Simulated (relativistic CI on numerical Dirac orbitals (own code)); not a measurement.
# Yb28+: q coefficients and field-shift factors

These numbers are calculated, not measured: Dirac-Coulomb-Breit CI, separate exchange-only KLI orbitals for each configuration, derivatives by finite differences, unscaled Slater integrals, QED left out (own radial code, finite nucleus).

CI space (outside the closed core [Ar] 3d10): 4s²4p⁶4d⁶, 4s²4p⁵4d⁷, 4s²4p⁴4d⁸, 4s4p⁶4d⁷, 4p⁶4d⁸, 4s²4p⁶4d⁵5s, 4s4p⁵4d⁸, 4s²4p⁶4d⁵5p. Levels of other configurations are missing.

With x = (α/α₀)² − 1 an excitation energy changes as ω = ω₀ + qx; K = 2q/ω₀ is the relative enhancement. Terms are leading LS components, so labels can repeat. The field-shift factor is F = δν/δ⟨r²⟩ for the transition from the lowest level.

Lowest level 4s²4p⁶4d⁶ ⁵D4.

| Level | ω₀ (cm⁻¹) | q (cm⁻¹) | F (GHz/fm²) |
| --- | --- | --- | --- |
| 4s²4p⁶4d⁶ ³P2 | 18804 | 118.1 | -0.481 |
| 4s²4p⁶4d⁶ ³P0 | 56493 | 21590 | 0.539 |
| 4s²4p⁶4d⁶ ⁵D3 | 78174 | 99490 | 2.22 |
| 4s²4p⁶4d⁶ ⁵D1 | 89719 | 100500 | 2.12 |
| 4s²4p⁶4d⁶ ⁵D4 | 91801 | 85050 | 2.09 |
| 4s²4p⁶4d⁶ ³G5 | 116443 | 89930 | 2.28 |
| 4s²4p⁶4d⁶ ³H6 | 119139 | 90650 | 2.44 |
| 4s²4p⁶4d⁶ ³F2 | 128736 | 93340 | 1.58 |
| 4s²4p⁶4d⁶ ³F3 | 133175 | 96230 | 2.17 |
| 4s²4p⁶4d⁶ ³D2 | 160898 | 128800 | 2.95 |
| 4s²4p⁶4d⁶ ³P0 | 164040 | 83690 | 1.68 |
| 4s²4p⁶4d⁶ ³D1 | 166504 | 104000 | 2.35 |
| 4s²4p⁶4d⁶ ³G4 | 168756 | 106100 | 2.72 |

At this charge energies of transitions that change n are usually good to better than 1 %, and those within a shell (Δn = 0) to a few per cent. Terms inside the open d or f shell come out 10 to 20 % too wide with unscaled integrals.

Task: Which transition from the lowest level has the largest |K|?

Result: 4s²4p⁶4d⁶ ⁵D3 at 78174 cm⁻¹, K = 2.55.
